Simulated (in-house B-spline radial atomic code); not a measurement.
# Response and correlation of Sb5+

Closed shell [Kr] 4d10. Computed with a B-spline radial code for spherical atoms: Dirac-Hartree-Fock, relativistic RPA (time-dependent Dirac-Hartree-Fock) for the response and second-order many-body perturbation theory for correlation, no-pair Dirac-Coulomb Hamiltonian, finite nucleus.

Command:
```bash
python run_mb.py task.json out
```
Settings (nuclear radius in fm, box in bohr, cutoff in hartree):
```
basis_form          2
Z                   51
core_configuration  [Kr] 4d10
rms_radius          4.6802
mass_number         121
speed_of_light      137.036
box_radius          10.732
lmax                7
intervals           62
virtual_cutoff      65025.0
```

Run time, properties included: 10 s on 1 thread of Arm Neoverse V2, with other jobs on the host.

```
multipole (bohr³, bohr⁵, bohr⁷)  uncoupled  coupled RPA
                         dipole     1.8984            ?
                     quadrupole      2.299       2.7602
                       octupole     5.7113       6.9188
```

(1) What is the coupled dipole polarisability?

(2) Which subshells carry the dipole polarisability?

(3) What does the dipole shielding factor come to?

Dipole polarisability at imaginary frequency:

```tsv
u (Eh)	α(iu) (bohr³)
0	1.68
0.294	1.656
0.735	1.542
1.47	1.259
2.2	0.9873
2.94	0.7688
4.41	0.4865
5.88	0.33
7.35	0.2383
10.3	0.1423
14.7	0.08183
22	0.04368
29.4	0.02771
44.1	0.01441
73.5	0.006047
147	0.001735
```

(4) What dispersion coefficients follow for two such ions (the dispersion part alone)?

Lowest J = 1 odd-parity excitations:

| energy (eV) | oscillator strength | leading channel | weight |
| --- | --- | --- | --- |
| 42.86 | 0.0144 | 4d5/2 → p3/2 | 0.491 |
| 44.378 | 0.844 | 4d3/2 → p1/2 | 0.634 |
| 45.228 | 0.103 | 4d3/2 → p3/2 | 0.755 |
| 60.157 | 0.00545 | 4d5/2 → f5/2 | 0.637 |
| 62.737 | 0.0396 | 4d3/2 → f5/2 | 0.401 |
| 68.359 | 2.23 | 4d5/2 → f7/2 | 0.389 |
| 69.178 | 0.708 | 4d5/2 → p3/2 | 0.713 |
| 70.15 | 0.659 | 4d3/2 → p1/2 | 0.712 |

Second-order correlation energy by the highest angular momentum of the excited pair (hartree): s -0.02511, p -0.2273, d -0.6764, f -1.061, g -0.3528, h -0.1559, i -0.07144, k -0.03665.

(5) What is the second-order correlation energy at the partial-wave limit?

Results:

(1) 1.68 atomic units, -12 % against the uncoupled value.

(2) 4d5/2 58.6 %, 4d3/2 37.8 %, 4p3/2 2.1 %.

(3) The dipole shielding factor is 0.902, against the exact N/Z = 46/51 = 0.902 of the non-relativistic theorem.

(4) C6 = (3/π)∫α(iu)²du = 5.744 hartree·bohr⁶ and C8 = 45.5 hartree·bohr⁸.

(5) The listed waves sum to -2.6065 hartree; extrapolating the increments as (l + 1/2)⁻⁴ gives -2.6814 hartree, -1.59 eV per electron.
